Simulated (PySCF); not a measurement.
C₂BFN₂O₂.

```xyz
8

B      0.0000     0.0000    -0.8373
F      0.0000     0.0000    -2.1599
N      0.0000    -1.2349    -0.1492
C      0.0000    -2.2120     0.5417
O      0.0000    -3.1712     1.2009
N      0.0000     1.2349    -0.1492
C      0.0000     2.2120     0.5417
O      0.0000     3.1712     1.2009
```

Geometry optimised at PBE0-D3(BJ)/def2-SVP. The values are those of a single conformer.

All values below come from KT2/pcSseg-1 (PySCF). Non-relativistic, no solvent.

Computed absolute GIAO shielding of each atom: isotropic value and principal components (ppm):
```json
[
 {"atom": "B1", "σ(iso)": "98.2", "σ11": "93.4", "σ22": "99.3", "σ33": "101.9", "span": "8.5"},
 {"atom": "F2", "σ(iso)": "235.7", "σ11": "62.0", "σ22": "275.2", "σ33": "369.9", "span": "307.9"},
 {"atom": "N3", "σ(iso)": "201.5", "σ11": "126.9", "σ22": "162.8", "σ33": "314.6", "span": "187.7"},
 {"atom": "C4", "σ(iso)": "70.7", "σ11": "-28.9", "σ22": "-27.9", "σ33": "268.9", "span": "297.8"},
 {"atom": "O5", "σ(iso)": "183.7", "σ11": "82.9", "σ22": "124.4", "σ33": "343.8", "span": "260.9"},
 {"atom": "N6", "σ(iso)": "201.5", "σ11": "126.9", "σ22": "162.8", "σ33": "314.6", "span": "187.7"},
 {"atom": "C7", "σ(iso)": "70.7", "σ11": "-28.9", "σ22": "-27.9", "σ33": "268.9", "span": "297.8"},
 {"atom": "O8", "σ(iso)": "183.7", "σ11": "82.9", "σ22": "124.4", "σ33": "343.8", "span": "260.9"}
]
```
